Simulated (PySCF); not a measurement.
CH$_{7}$Si$_{2}$, doublet, at a GFN2-xTB geometry; B3LYP/cc-pVDZ run with PySCF.

The PySCF input:
```python
from pyscf import gto, scf, dft

mol = gto.M(
    atom='''
Si    1.657640    0.183145    0.254401
C     0.063822   -0.175998   -0.633454
Si   -1.683265   -0.112481   -0.000067
H     2.549367   -0.981788    0.165885
H     2.337588    1.320217   -0.382814
H     1.390282    0.494863    1.658034
H     0.168579   -0.464880   -1.673198
H    -2.290976   -1.448757   -0.079825
H    -2.481958    0.795897   -0.834945
H    -1.697068    0.351141    1.386908
''',
    basis='cc-pvdz',
    charge=0,
    spin=1,
    verbose=4,
    symmetry=True,
)

mf = dft.UKS(mol)
mf.xc = 'b3lyp'
mf.irrep_nelec = {'A': (12, 11), 'B': (9, 9)}
mf.kernel()
mf.analyze()
```

The log (banner, timings and long lists left out):

```
PySCF version 2.14.0

[INPUT] verbose = 4
[INPUT] num. atoms = 10
[INPUT] num. electrons = 41
[INPUT] charge = 0
[INPUT] spin (= nelec alpha-beta = 2S) = 1
[INPUT] symmetry True subgroup None
[INPUT] Mole.unit = angstrom
[INPUT] Symbol           X                Y                Z      unit          X                Y                Z       unit  Magmom
[...]
nuclear repulsion = 139.133914624404
point group symmetry = C2
symmetry origin: [-1.84363524e-07  4.60908811e-08 -1.38272643e-07]
symmetry axis x: [0.99324142 0.08806593 0.07560341]
symmetry axis y: [ 0.06431052 -0.95981813  0.27315437]
symmetry axis z: [ 0.09662111 -0.26644614 -0.95899469]
num. orbitals of irrep A = 44
num. orbitals of irrep B = 41
number of shells = 36
number of NR pGTOs = 157
number of NR cGTOs = 85
basis = cc-pvdz
ecp = {}

******** <class 'pyscf.dft.uks_symm.SymAdaptedUKS'> ********
method = SymAdaptedUKS
initial guess = minao
damping factor = 0
level_shift factor = 0
DIIS = <class 'pyscf.scf.diis.CDIIS'>
diis_start_cycle = 1
diis_space = 8
diis_damp = 0
SCF conv_tol = 1e-09
SCF conv_tol_grad = None
SCF max_cycles = 50
direct_scf = True
direct_scf_tol = 1e-13
number electrons alpha = 21  beta = 20
irrep_nelec {'A': (12, 11), 'B': (9, 9)}
XC library pyscf.dft.libxc version 7.1.2
    S. Lehtola, C. Steigemann, M. J. T. Oliveira, and M. A. L. Marques,  SoftwareX 7, 1–5 (2018)
XC functionals = b3lyp
    P. J. Stephens, F. J. Devlin, C. F. Chabalowski, and M. J. Frisch,  J. Phys. Chem. 98, 11623 (1994)
radial grids:
    Treutler-Ahlrichs [JCP 102, 346 (1995); DOI:10.1063/1.469408] (M4) radial grids

becke partition: Becke, JCP 88, 2547 (1988); DOI:10.1063/1.454033
pruning grids: <function nwchem_prune>
grids dens level: 3
symmetrized grids: True
atomic radii adjust function: <function treutler_atomic_radii_adjust>
small_rho_cutoff = 0
Freeze 41 electrons in irreps ['A', 'B']
    0 free electrons in irreps
Set gradient conv threshold to 3.16228e-05
tot grids = 121136
init E= -621.114253708707

cycle= 1 E= -621.032728059887  delta_E= 0.0815  |g|= 0.135  |ddm|= 3.41

cycle= 2 E= -621.002878952711  delta_E= 0.0298  |g|= 0.245  |ddm|=  1.4

cycle= 3 E= -621.048810748827  delta_E= -0.0459  |g|= 0.0298  |ddm|= 0.725

cycle= 4 E= -621.049349524749  delta_E= -0.000539  |g|= 0.008  |ddm|= 0.116

cycle= 5 E= -621.049412328972  delta_E= -6.28e-05  |g|= 0.00223  |ddm|= 0.0598

cycle= 6 E= -621.049418616355  delta_E= -6.29e-06  |g|= 0.000621  |ddm|= 0.0174

[...]
converged SCF energy = -621.049420689205  <S^2> = 0.75236583  2S+1 = 2.0023644
Total Energy =                        -621.049420689205135
[...]
beta  MO #56 (A #29), energy= 0.87091830296147 occ= 0
beta  MO #57 (A #30), energy= 0.891828802547568 occ= 0
beta  MO #58 (B #28), energy= 0.919762952901429 occ= 0
beta  MO #59 (A #31), energy= 0.968074174978454 occ= 0
beta  MO #60 (B #29), energy= 1.06035777936284 occ= 0
beta  MO #61 (A #32), energy= 1.15339580189159 occ= 0
beta  MO #62 (B #30), energy= 1.22017230517886 occ= 0
beta  MO #63 (A #33), energy= 1.22077904368103 occ= 0
beta  MO #64 (B #31), energy= 1.36748710221842 occ= 0
beta  MO #65 (B #32), energy= 1.39836407027782 occ= 0
beta  MO #66 (A #34), energy= 1.4166262626657 occ= 0
beta  MO #67 (A #35), energy= 1.45739006590293 occ= 0
beta  MO #68 (A #36), energy= 1.46830422056165 occ= 0
beta  MO #69 (B #33), energy= 1.50133970930047 occ= 0
beta  MO #70 (A #37), energy= 1.52062238804367 occ= 0
beta  MO #71 (B #34), energy= 1.52749462961111 occ= 0
beta  MO #72 (B #35), energy= 1.62824163572787 occ= 0
beta  MO #73 (B #36), energy= 1.63743855436705 occ= 0
beta  MO #74 (A #38), energy= 1.69287298213535 occ= 0
beta  MO #75 (A #39), energy= 1.73626278619355 occ= 0
beta  MO #76 (B #37), energy= 1.74124623622943 occ= 0
beta  MO #77 (A #40), energy= 1.76697018061357 occ= 0
beta  MO #78 (A #41), energy= 1.86504849496071 occ= 0
beta  MO #79 (B #38), energy= 1.87238527409756 occ= 0
beta  MO #80 (B #39), energy= 1.91195317637111 occ= 0
beta  MO #81 (A #42), energy= 1.98206082551273 occ= 0
beta  MO #82 (B #40), energy= 1.98831025643879 occ= 0
beta  MO #83 (B #41), energy= 2.00028416770496 occ= 0
beta  MO #84 (A #43), energy= 2.00206190474499 occ= 0
beta  MO #85 (A #44), energy= 2.40320655248288 occ= 0
 ** Mulliken pop alpha/beta on meta-lowdin orthogonal AOs **
 ** Mulliken pop       alpha | beta **
In total            21.00000 | 20.00000
 ** Mulliken atomic charges   ( Nelec_alpha | Nelec_beta ) **
charge of  0Si =      0.23777  (     7.06487      6.69736 )
charge of  1C =     -0.28559  (     3.26337      3.02222 )
charge of  2Si =      0.23777  (     7.06487      6.69736 )
charge of  3H =     -0.03618  (     0.51337      0.52281 )
charge of  4H =     -0.03027  (     0.50986      0.52041 )
charge of  5H =     -0.08769  (     0.54633      0.54136 )
charge of  6H =      0.11833  (     0.46778      0.41389 )
charge of  7H =     -0.03026  (     0.50986      0.52041 )
charge of  8H =     -0.03618  (     0.51337      0.52281 )
charge of  9H =     -0.08769  (     0.54633      0.54136 )
Dipole moment(X, Y, Z, Debye):  0.11947, -0.32948, -1.18588
```
